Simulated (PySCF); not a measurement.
## CsBe at PBE0

Computed with PBE0; Cs def2-TZVP with ECP46, Be def2-TZVP; scalar-relativistic core potentials (PySCF 2.14).

For CsBe, the state is ⁴Π (quartet), unpaired electrons σ ↑↑, π ↑, a second solution, started from another occupation and the bond length is 3.430 Å. The harmonic wavenumber is 172 cm⁻¹ and the force constant is 0.147 mdyn/Å. The rotational constant Be is 0.1698 cm⁻¹. The anharmonicity ωexe is 1.63 cm⁻¹, the vibration–rotation constant αe is 0.00184 cm⁻¹ and the energy of the minimum from ground-state Cs + Be is 1.76 eV. The bond order (Mayer) is 0.81 and the dipole moment (positive dipole means Cs(−)Be(+)) is -7.68 D.

Spin–orbit coupling is left out.
